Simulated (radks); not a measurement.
Values are calculated unless marked as measured or tabulated.
Se I, configuration [Ar] 3d10 4s2 4p4. Code: a radial shooting solver on a logarithmic mesh with Libxc functionals. Model: Dirac Kohn-Sham, LDA (Slater exchange, Perdew-Wang correlation), spin-unpolarised, spherical densities, finite nucleus; open shells fill j = l - 1/2 first; Fermi nuclear charge, rms radius 4.14 fm.

Radial electron density D(r) = 4 pi r^2 rho(r):

```
   r/bohr * D(r) (the largest magnitude, 49.5, reaches the edge; | marks zero)
 0.002924 |  *
  0.00335 |   *
 0.003838 |    *
 0.004398 |     *
 0.005038 |       *
 0.005772 |         *
 0.006666 |           *
 0.007638 |              *
  0.00875 |                 *
  0.01002 |                    *
  0.01149 |                        *
  0.01316 |                            *
  0.01508 |                                *
  0.01727 |                                    *
  0.01979 |                                        *
  0.02267 |                                           *
  0.02597 |                                             *
  0.02976 |                                              *
  0.03409 |                                              *
  0.03906 |                                            *
  0.04475 |                                          *
  0.05127 |                                        *
  0.05874 |                                      *
  0.06729 |                                     *
   0.0771 |                                       *
  0.08833 |                                          *
   0.1012 |                                               *
   0.1169 |                                                    *
   0.1339 |                                                      *
   0.1534 |                                                     *
   0.1758 |                                                 *
   0.2014 |                                          *
   0.2307 |                                   *
   0.2643 |                              *
   0.3028 |                            *
   0.3469 |                              *
   0.3975 |                                 *
   0.4554 |                                   *
   0.5217 |                                   *
   0.5977 |                              *
   0.6848 |                        *
   0.7845 |                 *
   0.8988 |           *
     1.03 |       *
     1.18 |     *
    1.352 |    *
    1.549 |   *
    1.774 |   *
    2.049 |  *
    2.347 |  *
    2.689 | *
    3.081 |*
     3.53 |*
    4.044 *
    4.634 *
    5.309 *
    6.082 *
    6.968 *
    7.983 *
```

D(r) has 3 maxima, at r = 0.0310, 0.138, 0.470 bohr, and minima at 0.0647, 0.298 bohr, inside which lie 2.09, 11.01 electrons.
